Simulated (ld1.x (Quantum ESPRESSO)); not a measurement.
**PBE TM dataset for Mn (Z = 25), non-relativistic all-electron reference.**

manganese (Mn), norm-conserving Troullier–Martins (Kleinman–Bylander form), made with ld1.x (Quantum ESPRESSO) 7.5 (PBE, non-relativistic). Core [Ne], reference 3s2 3p6 3d5 4s1.75 4p0.25. Waves: 3s (bound): rc 1.00 bohr; 3p (bound): rc 1.10 bohr; 3d (bound): rc 1.05 bohr. Local part: all-electron potential smoothed inside 0.80 bohr (lloc = -1). Core correction: Bessel-smoothed model core inside 0.65 bohr.

Occupied shells without a wave of their own: 4p, 4s. They enter only through the test configuration that unscreens the potential, and ld1.x also counts them in the model core charge.

All-electron outer shells of the reference configuration (PBE, non-relativistic, ld1.x):

```tsv
shell	level (eV)	outermost node (bohr)	outermost maximum (bohr)
2p	-628.50	–	0.19
3s	-84.61	0.35	0.75
3p	-54.71	0.31	0.75
3d	-7.42	–	0.76
4s	-5.29	1.06	2.54
4p	-1.60	1.16	3.38
```

Calculated quality:

```
Cutoffs needed           : 180 Ry and 260 Ry (the cutoffs (Ry, on a coarse ladder) from which the occupation-weighted sum of valence levels, in a spherical-Bessel basis at the reference potential, stays within 10 and 1 mRy of its value at 400 Ry)
Ghost test               : no extra level below or beside the all-electron valence levels (s, p, d, f tested) (spherical-Bessel basis up to 400 Ry, 20 bohr box)
Largest excitation error : -1883 meV (all-electron minus pseudo) for 3s2 3p6 3d4 4s0 4p0, out of 7 test configurations
```

ld1.x takes every shell without a wave as core, so the model core holds the 4p, 4s electrons as well and exchange and correlation see them twice. This cancels in the reference configuration, but the file is broken for other ones, and its errors say nothing about a proper core correction.

Generation and tests took about 0.91 s on one core of a shared server CPU.
